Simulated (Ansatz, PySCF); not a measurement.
H3Cl3GeSi (SMILES [SiH3][Ge]([Cl])([Cl])[Cl]), singlet, geometry from GFN2-xTB, atoms displaced at random by about 0.08 Å a coordinate. Base run: PySCF with PBE0/STO-3G, gradient.

Input for PySCF:
```python
from pyscf import gto, scf, dft

mol = gto.Mole()
mol.atom = '''
    Si    2.387702   -0.397030    0.025512
    Ge   -0.072407    0.048626    0.038183
    Cl   -1.031554   -1.128925   -1.547989
    Cl   -0.434112    2.136022   -0.522684
    Cl   -1.170920   -0.376534    1.584419
    H     2.642938   -1.791400    0.445713
    H     3.005066    0.532666    0.958704
    H     2.879426   -0.284867   -1.282706
'''
mol.basis = 'sto-3g'
mol.charge = 0
mol.spin = 0
mol.verbose = 4
mol.build()

mf = dft.RKS(mol)
mf.xc = 'pbe0'
mf.kernel()
g = mf.nuc_grad_method()
grad = g.kernel()
```

Programs used: Ansatz (an electronic-structure program), PySCF; a row that names a program was run with it.

The coordinate followed is y of atom 1.

The base run was repeated with changes; each row names its change, and settings that it needs were set with it.

| change | dE/dx (Eh/bohr) | net force (Eh/bohr) |
|---|---|---|
| base | 0.013638 | 0.000108 |
| grids.level = 5; grid_response = off | 0.013641 | 0.000023 |
| finite difference step (bohr) = 0.2; conv_tol = 1e-11 | [?] | - |
| finite difference step (bohr) = 0.01; conv_tol = 1e-11 | 0.013627 | - |
| conv_tol = 1e-11 | 0.013638 | 0.000108 |
| density fitting = on | 0.013630 | 0.000108 |
| code = ansatz | 0.013640 | 0.000000 |
| grids.level = 5; grid_response = on | 0.013640 | 0.000000 |
| conv_tol = 1e-4 | 0.013614 | 0.000108 |
| grid_response = on | 0.013633 | 0.000000 |
| finite difference step (bohr) = 1e-5; conv_tol = 1e-11 | 0.013634 | - |
| finite difference step (bohr) = 0.05; conv_tol = 1e-11 | 0.013470 | - |

Question: Some entries are withheld; supply them.

Answer: 
- finite difference step (bohr) = 0.2; conv_tol = 1e-11, dE/dx (Eh/bohr): 0.011004

The net force is zero for an exact gradient.
